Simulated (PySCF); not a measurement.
Point-charge models of `C[C@H]1OC([SiH3])=C1[SiH2]F` against its computed dipole.

Coordinates (GFN2-xTB, Å) and charges (e) from the PBE0/pcSseg-1 density (PySCF):

| atom | x | y | z | Mulliken | IAO | Hirshfeld | ESP-fitted |
| --- | --- | --- | --- | --- | --- | --- | --- |
| C1 | -1.840 | -1.364 | -0.848 | -0.2062 | -0.4275 | -0.1179 | -0.5695 |
| C2 | -1.262 | -0.580 | 0.308 | +0.0594 | +0.1178 | +0.0493 | +0.6600 |
| O3 | -0.268 | -1.316 | 1.061 | -0.4359 | -0.3695 | -0.1376 | -0.4403 |
| C4 | 0.651 | -0.331 | 0.737 | +0.0407 | -0.0385 | -0.0127 | +0.2081 |
| Si5 | 2.434 | -0.354 | 1.319 | +0.5389 | +0.6049 | +0.3272 | +0.3826 |
| C6 | -0.189 | 0.441 | 0.005 | -0.5411 | -0.4300 | -0.1586 | -0.6255 |
| Si7 | -0.138 | 2.017 | -0.958 | +0.9519 | +1.0939 | +0.4159 | +0.7407 |
| F8 | 1.338 | 2.640 | -0.779 | -0.4351 | -0.5438 | -0.2059 | -0.3174 |
| H9 | -2.387 | -2.228 | -0.476 | +0.1316 | +0.1547 | +0.0503 | +0.1482 |
| H10 | -2.514 | -0.728 | -1.416 | +0.1192 | +0.1491 | +0.0508 | +0.1441 |
| H11 | -1.040 | -1.709 | -1.500 | +0.1234 | +0.1548 | +0.0446 | +0.1703 |
| H12 | -2.047 | -0.228 | 0.984 | +0.1395 | +0.1516 | +0.0501 | -0.0103 |
| H13 | 3.077 | 0.835 | 0.771 | -0.0640 | -0.0955 | -0.0619 | -0.0679 |
| H14 | 3.060 | -1.583 | 0.821 | -0.0808 | -0.1088 | -0.0683 | -0.0789 |
| H15 | 2.440 | -0.352 | 2.784 | -0.0791 | -0.1075 | -0.0671 | -0.0825 |
| H16 | -1.040 | 3.033 | -0.428 | -0.1313 | -0.1524 | -0.0789 | -0.1328 |
| H17 | -0.283 | 1.818 | -2.396 | -0.1311 | -0.1532 | -0.0791 | -0.1290 |

Task: Compute μ = Σ q r for each scheme (1 e·Å = 4.803 D) and compare with the dipole of the full density.

Result: The full density gives (-1.70, -0.55, -0.50) D, 1.86 D in size; dipole vectors point from the negative to the positive end.

```tsv
scheme	μx	μy	μz	size (D)	share of the full size (%)	angle to the full dipole (°)
Mulliken	-1.65	-0.04	-1.68	2.35	126	33
IAO	-2.48	0.09	-1.19	2.75	148	21
Hirshfeld	-0.86	-0.54	-0.14	1.02	55	16
ESP-fitted	-1.72	-0.55	-0.52	1.88	101	1
```

Task: Which set comes closest?

Result: Length of the difference vector: ESP-fitted 0.03 D, Hirshfeld 0.92 D, IAO 1.22 D, Mulliken 1.28 D. Closest: ESP-fitted. The schemes that divide the density aren't constrained to reproduce the dipole.

Task: What is left for the Hirshfeld atoms' own dipoles?

Result: The Hirshfeld atoms' densities add up to the full density, so μ = Σ q r + Σ (atomic dipoles). The atomic dipoles sum to (-1.70, -0.55, -0.50) − (-0.86, -0.54, -0.14) = (-0.84, -0.01, -0.36) D, 0.92 D in size.

Task: With the origin at the mean of the coordinates, (0.000, 0.001, -0.001) Å, which are the largest single terms, by size, of the Hirshfeld dipole along the direction of the full one?

Result: Si5 -3.90, F8 +1.78, C1 -1.31, H13 +0.97, H15 +0.93 D; all 17 atoms together +0.98 D. The single terms depend on the origin, their sum doesn't.

Task: Give the size of the full dipole in other units.

Result: 1.86 D = 0.731 au = 0.387 e·Å = 6.20 × 10⁻³⁰ C·m.

One conformer (not necessarily the lowest) at the GFN2-xTB geometry, without solvent, vibrations or thermal averaging.

Conformer computed: `[CH3:1][C@H:2]1[O:3][C:4]([SiH3:5])=[C:6]1[SiH2:7][F:8]`: C4–C6–Si7–F8 -4°.
